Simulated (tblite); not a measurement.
C2H6Cl2Sn, singlet, at a GFN2-xTB geometry (such geometries of metal compounds can be far from the true shape); IPEA1-xTB (tblite 0.6.0).

tblite was given this input:
```
$ tblite run mol.xyz --method ipea1 --charge 0 --spin 0 --json tblite.json --no-restart

# file mol.xyz
11

C      1.80274258    -1.51892946     0.13022470
Sn    -0.01552912    -0.26777656    -0.05001192
C     -1.95844921    -1.15908069    -0.62853208
Cl     0.45401961     1.44019862    -1.56676734
Cl    -0.32257777     0.82263295     1.98839743
H      1.64728004    -2.25891613     0.90564891
H      2.63055354    -0.87076108     0.39427872
H      1.99607754    -2.00130122    -0.82002828
H     -2.68555220    -0.35840678    -0.70224067
H     -2.26178223    -1.86871977     0.13139445
H     -1.85039202    -1.65314243    -1.58632442
```

The log (banner, timings and long lists left out):

```
xTB calculator
 | screened Coulomb repulsion
 | Coulomb electrostatics
 |  * isotropic Klopman-Ohno-Mataga-Nishimoto electrostatics
 |  * onsite third-order electrostatics
 | DFT-D3(BJ) dispersion correction

halogen bonding energy    0.0000000000000E+00 Eh
repulsion energy          1.7366571901207E-01 Eh
dispersion energy        -4.5909003227256E-03 Eh
number of electrons       3.2000000000000E+01 e
integral cutoff           4.0000000000000E+01 bohr

------------------------------------------------------------
  cycle        total energy    energy error   density error
------------------------------------------------------------
      1     -19.44556707008  -1.9614642E+01   4.1766041E-01
      2     -19.46374953351  -1.8182463E-02   2.2639997E-01
      3     -19.44704830314   1.6701230E-02   1.0225499E-01
      4     -19.46908102080  -2.2032718E-02   1.1358334E-02
      5     -19.46958237833  -5.0135753E-04   2.1582096E-03
      6     -19.46958890605  -6.5277199E-06   4.4918076E-04
      7     -19.46958936779  -4.6174135E-07   1.2014436E-04
      8     -19.46958940825  -4.0467050E-08   1.2805470E-05
------------------------------------------------------------

electronic energy        -1.9638664226943E+01 Eh
total energy             -1.9469589408254E+01 Eh

Post processing:
 | Mayer-Wiberg bond orders

[Info] JSON dump of results written to 'tblite.json'
```
